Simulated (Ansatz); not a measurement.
Task: Predict a relaxed structure of [Co(H2O)6]2+ (CoO6H12²⁺), charge 2, quartet, at r2SCAN-D4/def2-SVP (Ansatz).

Result: 
```xyz
19

Co   -0.0006   -0.0014   -0.0016
O    -0.8288   -0.3480   -1.8839
H    -1.7483   -0.1625   -2.1336
H    -0.3649   -0.5888   -2.7021
O     0.8285    0.3474    1.8817
H     1.7469    0.1587    2.1330
H     0.3628    0.5826    2.7003
O    -0.0157   -2.0694    0.2624
H    -0.5033   -2.6992   -0.2925
H     0.3396   -2.5784    1.0086
O     0.0172    2.0686   -0.2605
H    -0.3345    2.5854   -1.0031
H     0.5026    2.6918    0.3035
O    -1.9519    0.2140    0.7010
H    -2.5801   -0.4832    0.9486
H    -2.3623    1.0562    0.9547
O     1.9515   -0.2124   -0.7041
H     2.5732    0.4899   -0.9539
H     2.3684   -1.0512   -0.9585
```
The metal has 6 neighbours: O 2.09 Å, O 2.09 Å, O 2.08 Å, O 2.09 Å, O 2.09 Å, O 2.09 Å. This is one stationary point.
